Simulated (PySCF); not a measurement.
C4H12FNSi (SMILES CC(C)(C)N[SiH2]F), singlet, at a GFN2-xTB geometry, atoms displaced at random by about 0.08 Å a coordinate; TPSS/STO-3G, gradient (PySCF).

PySCF was given this input:
```python
from pyscf import gto, scf, dft

mol = gto.Mole()
mol.atom = '''
    Si    1.65792936    0.19443579   -0.30111717
    F     2.76211931   -0.33300045    0.89289358
    N    -0.00689296   -0.18218295    0.50381375
    C    -1.41023884    0.01304702   -0.08351558
    C    -2.11096366    0.23881546    1.07043474
    C    -1.26926286    1.21644954   -0.92902418
    C    -1.64231826   -1.14666128   -0.83230136
    H     1.84983971   -0.58468099   -1.57230900
    H     1.89465192    1.64442620   -0.40630097
    H     0.31977181   -0.85026355    1.37810878
    H    -1.59945088    1.33039947    1.65529401
    H    -1.97537973   -0.56762367    1.81356138
    H    -3.23132683    0.50224917    0.82234705
    H    -2.28178122    1.49611427   -1.18555074
    H    -0.57520587    1.06867816   -1.73923185
    H    -0.83854622    2.12240728   -0.34083661
    H    -1.66040285   -2.27332296    0.01584113
    H    -1.06799746   -1.32255531   -1.58639090
    H    -2.83978638   -1.13189926   -1.05962837
'''
mol.basis = 'sto-3g'
mol.verbose = 4
mol.build()

mf = dft.RKS(mol)
mf.xc = 'tpss'
mf.grids.level = 1
mf.kernel()
g = mf.nuc_grad_method()
g.grid_response = False
grad = g.kernel()
```

The log (banner, timings and long lists left out):

```
PySCF version 2.14.0

[INPUT] verbose = 4
[INPUT] num. atoms = 19
[INPUT] num. electrons = 66
[INPUT] charge = 0
[INPUT] spin (= nelec alpha-beta = 2S) = 0
[INPUT] symmetry False subgroup None
[INPUT] Mole.unit = angstrom
[INPUT] Symbol           X                Y                Z      unit          X                Y                Z       unit  Magmom
[...]
nuclear repulsion = 404.989755162852
number of shells = 35
number of NR pGTOs = 153
number of NR cGTOs = 51
basis = sto-3g
ecp = {}

******** <class 'pyscf.dft.rks.RKS'> ********
method = RKS
initial guess = minao
damping factor = 0
level_shift factor = 0
DIIS = <class 'pyscf.scf.diis.CDIIS'>
diis_start_cycle = 1
diis_space = 8
diis_damp = 0
SCF conv_tol = 1e-09
SCF conv_tol_grad = None
SCF max_cycles = 50
direct_scf = True
direct_scf_tol = 1e-13
XC library pyscf.dft.libxc version 7.1.2
    S. Lehtola, C. Steigemann, M. J. T. Oliveira, and M. A. L. Marques,  SoftwareX 7, 1–5 (2018)
XC functionals = tpss
    J. Tao, J. P. Perdew, V. N. Staroverov, and G. E. Scuseria,  Phys. Rev. Lett. 91, 146401 (2003)
    J. P. Perdew, J. Tao, V. N. Staroverov, and G. E. Scuseria,  J. Chem. Phys. 120, 6898 (2004)
    J. Tao, J. P. Perdew, V. N. Staroverov, and G. E. Scuseria,  Phys. Rev. Lett. 91, 146401 (2003)
    J. P. Perdew, J. Tao, V. N. Staroverov, and G. E. Scuseria,  J. Chem. Phys. 120, 6898 (2004)
radial grids:
    Treutler-Ahlrichs [JCP 102, 346 (1995); DOI:10.1063/1.469408] (M4) radial grids

becke partition: Becke, JCP 88, 2547 (1988); DOI:10.1063/1.454033
pruning grids: <function nwchem_prune>
grids dens level: 1
symmetrized grids: False
atomic radii adjust function: <function treutler_atomic_radii_adjust>
small_rho_cutoff = 0
Set gradient conv threshold to 3.16228e-05
Initial guess from minao.
tot grids = 67216
init E= -596.437710677924
[...]
cycle= 1 E= -596.069097977168  delta_E= 0.369  |g|= 0.669  |ddm|= 5.17
[...]
cycle= 2 E= -595.645753089664  delta_E= 0.423  |g|= 1.34  |ddm|= 3.03
[...]
cycle= 3 E= -596.24140896038  delta_E= -0.596  |g|= 0.0915  |ddm|= 2.14
[...]
cycle= 4 E= -596.243140546191  delta_E= -0.00173  |g|= 0.0617  |ddm|= 0.234
[...]
cycle= 5 E= -596.244520508652  delta_E= -0.00138  |g|= 0.0145  |ddm|= 0.109
[...]
cycle= 6 E= -596.244600720313  delta_E= -8.02e-05  |g|= 0.00313  |ddm|= 0.0296
[...]
cycle= 7 E= -596.24460436767  delta_E= -3.65e-06  |g|= 0.000739  |ddm|= 0.00542
[...]
cycle= 8 E= -596.244604534958  delta_E= -1.67e-07  |g|= 0.000226  |ddm|= 0.00122
[...]
cycle= 9 E= -596.244604553577  delta_E= -1.86e-08  |g|= 3.86e-05  |ddm|= 0.000373
[...]
cycle= 10 E= -596.244604554192  delta_E= -6.15e-10  |g|= 7.88e-06  |ddm|= 8.29e-05
[...]
Extra cycle  E= -596.244604554185  delta_E= 7.28e-12  |g|= 9.91e-06  |ddm|= 2.92e-05
converged SCF energy = -596.244604554185

******** <class 'pyscf.grad.rks.Gradients'> for <class 'pyscf.dft.rks.RKS'> ********
unit = Eh/Bohr
grid_response = False
--------------- RKS gradients ---------------
         x                y                z
0 Si     0.0258188144     0.0223456733    -0.0361766883
1 F     0.0227920212    -0.0060536548     0.0267646992
2 N    -0.1301265894     0.0007954920    -0.0226853933
3 C    -0.1724243873    -0.0091968399     0.0068051158
4 C     0.1047453599    -0.1274384963    -0.1614919023
5 C    -0.0125699270    -0.0846957252    -0.0145194163
6 C     0.2243884030     0.1604925289    -0.1285804896
7 H    -0.0014242125    -0.0146408194    -0.0113612871
8 H     0.0025623775     0.0075608009     0.0094014060
9 H     0.0485664123    -0.0263566721     0.0465444989
10 H     0.0422985511     0.0808196826     0.0415342986
11 H     0.0130765033     0.0019363273     0.0002624191
12 H    -0.0337821907     0.0151166326    -0.0214011628
13 H     0.0129565012    -0.0099322571     0.0249163376
14 H    -0.0013804859     0.0051637867     0.0263913399
15 H     0.0153084576     0.0328490500     0.0128702745
16 H    -0.0101320321    -0.0854387889     0.0661396281
17 H    -0.0895584698     0.0278806996     0.1261437589
18 H    -0.0602602391     0.0077766493     0.0116729004
----------------------------------------------
```
